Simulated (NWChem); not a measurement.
Species: CH5NOSi2; SMILES [SiH3][SiH2]N=C=O

```xyz
10

O      0.6071    -3.2302     0.0033
C      0.1218    -2.1675    -0.0009
N     -0.3831    -1.0825    -0.0060
Si    -0.9895     0.5340    -0.0005
Si     0.8171     2.0347     0.0006
H     -1.8421     0.7250    -1.2113
H     -1.8381     0.7190     1.2141
H      1.6530     1.8218    -1.2197
H      1.6581     1.8137     1.2160
H      0.3044     3.4395     0.0063
```
Atoms are numbered in this order, from 1.

Results from NWChem. Geometry: optimised at PBE0/def2-SVP. Vzz is the largest principal value of the second derivative of the potential at the nucleus (NWChem prints the opposite sign); η is the asymmetry. Non-relativistic.

**Question.** Order these runs by computing time, cheapest first, and give rough ratios: PBE0/cc-pVTZ; Hartree-Fock/def2-SVP; Hartree-Fock/def2-TZVP.

**Answer.** Hartree-Fock/def2-SVP (1), Hartree-Fock/def2-TZVP (4), PBE0/cc-pVTZ (10). Ratios are rough, from one shared machine; the cheapest took around 7 core-seconds (rough). What differs between the cheapest and the dearest: Vzz O1 (a.u.) 0.816 → 0.662; Vzz N3 (a.u.) 0.482 → 0.428; η N3 0.04 → 0.03.
